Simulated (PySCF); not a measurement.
Two-component Hartree-Fock for Gd³⁰⁺ (gadolinium, charge +30)

Start: [Ar] 3d10 4s2 4p4; 4p1/2 filled at m_j = -1/2, +1/2; 4p3/2 filled at m_j = +1/2, +3/2. Calculated with PySCF 2.14 in an uncontracted even-tempered set (17 s from 2.8 bohr⁻², ratio 2.8; 13 p from 3.6 bohr⁻², ratio 2.8; 8 d from 6.4 bohr⁻², ratio 2.8; 4 f from 18 bohr⁻², ratio 3): generalised Hartree-Fock with the X2C-1e Hamiltonian and a Gaussian nucleus; one run each with spin-orbit coupling (SO) switched off, then screened by Boettger's factors.

| spinor shell | electrons | ε, spin-free (eV) | ε, screened SO (eV) | weight of nominal j (screened SO) | rms radius, screened SO (bohr) |
| --- | --- | --- | --- | --- | --- |
| 1s1/2 | 2 | -51603.7 | -51592.7 | 1.000 | 0.0249 |
| 2s1/2 | 2 | -9554.9 | -9550.6 | 1.000 | 0.101 |
| 2p1/2 | 2 | -8620.3 | -9111.2 | 1.000 | 0.0863 |
| 3s1/2 | 2 | -2974.6 | -2972.5 | 1.000 | 0.257 |
| 3p1/2 | 2 | -2677.3 | -2783.0 | 1.000 | 0.248 |
| 3p3/2 | 4 | -2677.3 | -2629.7 | 1.000 | 0.261 |
| 3d3/2 | 4 | -2291.7 | -2310.1 | 1.000 | 0.233 |
| 3d5/2 | 6 | -2291.7 | -2276.8 | 1.000 | 0.236 |
| 4s1/2 | 2 | -1306.1 | -1305.3 | 1.000 | 0.548 |
| 4p1/2 | 2 | -1199.6 | -1228.1 | 0.996 | 0.550 |
| 4p3/2 | 2 | -1199.6 | -1186.0 | 0.997 | 0.572 |

Where does 2p3/2 lie, and what is the 2p spin-orbit splitting (screened SO)?

At -8408.2 eV, 703.04 eV above 2p1/2.

```
   quantity     spin-free   screened SO
E (hartree)  -10794.76712  -10803.05449
        M_J             2             2
       ⟨J²⟩         6.002         6.005
       ⟨L²⟩         2.001         3.166
       ⟨S²⟩         2.000         1.469
```

Each row is a mean over spinors that exchange with the open shell spreads, by up to 14.720 eV (4s1/2).

Breit and QED terms are absent; they matter most for the inner s and p1/2 levels.

Densities and radii are taken from the X2C orbitals without a picture-change correction, which distorts them close to the nucleus.

Without spin-orbit coupling the j labels of p, d and f shells carry no meaning; the spin-free column gives the mean over the occupied spinors of each nl shell.
